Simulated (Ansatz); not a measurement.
Input and output for `[CH2]1[O][SbH]1`.

```yaml
crystal:
  periodic: [false, false, false]
  atoms:
    - {symbol: C, position_ang: [-0.031600, -0.322735, -0.344381]}
    - {symbol: O, position_ang: [-0.860620, -1.012068, 0.186061]}
    - {symbol: Sb, position_ang: [0.692336, -0.260575, 1.378698]}
    - {symbol: H, position_ang: [-0.402235, 0.566193, -1.056320]}
    - {symbol: H, position_ang: [0.593901, -1.036248, -1.498232]}
    - {symbol: H, position_ang: [-0.164987, 1.618032, 1.487767]}
basis:
  gaussian: {orbitals: def2-mTZVPP}
total_charge: 1
magnetization: {spin_polarized: true, initial_magnetization: 1}
hamiltonian: {xc: {name: BLYP}, dispersion: d3bjatm}
output: {forces: true}
```

```sh
$ ansatz run in.yaml --threads 2 --pin off --events-out ev --progress --plain --max-ram 4352MiB
```

Shortened log:

```
Functional definition: BLYP
881 factors; their error is unknown
mean field evaluation 1: about -9611.8305 eV, gradient 9.8e1 eV
mean field evaluation 2: about -9227.6636 eV, gradient 2.1e2 eV
mean field evaluation 4: about -9595.3434 eV, gradient 1.0e2 eV
mean field evaluation 8: about -9656.1786 eV, gradient 2.3e0 eV
mean field evaluation 16: about -9656.2054 eV, gradient 3.7e-3 eV
mean field -9656.20539089 eV, -354.8590029042 hartree, gradient 3.5e-5 eV, S^2 0.757041; 4 other end points of the search recorded, 0 dependent functions left out
reference -9656.20566968 eV, -354.8590131496 hartree; 20, 19 occupied and 74, 75 virtual orbitals, 881 factors
Total energy: -9656.48545329 eV, -354.8692950076 hartree
Atom 0 at    -0.031600    -0.322735    -0.344381 Å, force     1.416704     4.297055   -11.796690 eV/Å
Atom 1 at    -0.860620    -1.012068     0.186061 Å, force    -5.703447    -4.280295     2.187737 eV/Å
Atom 2 at     0.692336    -0.260575     1.378698 Å, force     3.439143     2.334323     7.927867 eV/Å
Atom 3 at    -0.402235     0.566193    -1.056320 Å, force     0.551453    -1.402277     0.456238 eV/Å
Atom 4 at     0.593901    -1.036248    -1.498232 Å, force    -0.492287     0.833232     1.222062 eV/Å
Atom 5 at    -0.164987     1.618032     1.487767 Å, force     0.788434    -1.782038     0.002786 eV/Å
Dipole moment:     0.200509     0.114572    -0.582879 e Å
```

It took 3.4 s on 2 threads of an Arm Neoverse V1 on a shared host, with 0.31 GiB of host memory at the peak.
